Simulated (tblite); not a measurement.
Compound: C5H7ClO.
Bonds: C1–C2 (double), C2–C3, C3–C4, C2–C5, C5–O6 (double), C5–Cl7. Hydrogens: H8, H9 on C1; H10, H11 on C3; H12, H13, H14 on C4.

The geometry is computed with GFN2-xTB (gas phase).

Problem. List the bond lengths, angles and torsions at this level.

Solution. 
```tsv
bond	length (Å)	order
C1=C2	1.331	double
C2–C3	1.505	single
C3–C4	1.529	single
C2–C5	1.469	single
C5=O6	1.189	double
C5–Cl7	1.775	single
C1–H8	1.076	single
C1–H9	1.077	single
C3–H10, C3–H11	1.091	single
C4–H12, C4–H13, C4–H14	1.087	single
```

Bonds in one row agree within 0.01 Å and their mean is given. Orders are formal, as drawn. A selection of angles:
```tsv
angle	degrees
C2–C1–H8	122.4
C2–C1–H9	120.8
H8–C1–H9	116.8
C1–C2–C3	123.0
C1–C2–C5	123.2
C3–C2–C5	113.8
C2–C3–C4	110.8
C2–C3–H10	109.1
C4–C3–H10	109.0
H10–C3–H11	108.8
C3–C4–H12	110.5
H12–C4–H13	108.7
H13–C4–H14	108.5
C2–C5–O6	126.9
C2–C5–Cl7	114.8
O6–C5–Cl7	118.3
```

Dihedral angles: C1–C2–C3–C4 102° (anticlinal); C1–C2–C5–O6 177° (antiperiplanar). The mirror-image conformer, all signs reversed, is as good.

The 4 C–C bonds span 1.331 Å (C1=C2, drawn double) to 1.529 Å (C3–C4, drawn single), a spread of 0.198 Å. Of the pairs four or more bonds apart, Cl7···H8 is among the closest relative to their van der Waals radii: 2.55 Å, 86 % of the sum of Bondi's values.

Point group: C1 (no symmetry element, even within 0.4 Å). Its GFN2-xTB frequencies are all real (lowest 19 cm⁻¹). One conformer, not necessarily the lowest. 3 starts were optimised and ended at 0.00, 0.47 and 0.58 kcal/mol (GFN2-xTB); the lowest of these is shown.
